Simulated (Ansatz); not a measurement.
Stepwise reaction of `[NH2][Sn]([NH2])([F])[F]` with hydrogen fluoride, as a gas-phase model of exchange steps in deposition or etching. ΔE in kJ/mol.

Computed with Ansatz on PBE0-D4/def2-TZVP structures; ΔE is electronic, products minus reactants. CCSD(T)/CBS is the MP2 limit (def2-TZVPP, def2-QZVPP) plus CCSD(T) − MP2 in def2-TZVPP, frozen cores. This one scheme is used for every species. Functionals use def2-TZVPP. B3LYP here is the variant with VWN-RPA as its local correlation; programs differ in this. Elements past krypton have def2 core potentials. For Sn outer-core shells are correlated without core-valence functions, which leaves a few kJ/mol of doubt a bond. One conformer a species, not always the lowest.

| step | reaction | PBE-D4 | B3LYP-D4 | ωB97M-V | CCSD(T)/CBS |
| --- | --- | --- | --- | --- | --- |
| 1 | `[NH2][Sn]([NH2])([F])[F]` + H–F → `[NH2][Sn]([F])([F])[F]` + NH₃ | -37.7 | -38.8 | -37.7 | -32.3 |
| 2 | `[NH2][Sn]([F])([F])[F]` + H–F → `[F][Sn]([F])([F])[F]` + NH₃ | -23.7 | -24.0 | -23.9 | -18.4 |

**Question.** By hand: ΔE of the 2 steps together at CCSD(T)/CBS.

**Answer.** (-32.3) + (-18.4) = -50.7 kJ/mol, or -25.3 kJ/mol a step.

In ΔE each step is higher than the one before. All are downhill at CCSD(T)/CBS. PBE-D4 differs from CCSD(T)/CBS by -5.4 to -5.3 kJ/mol a step. Isolated molecules leave out the surface, adducts and barriers. Largest T1 diagnostic: 0.015.
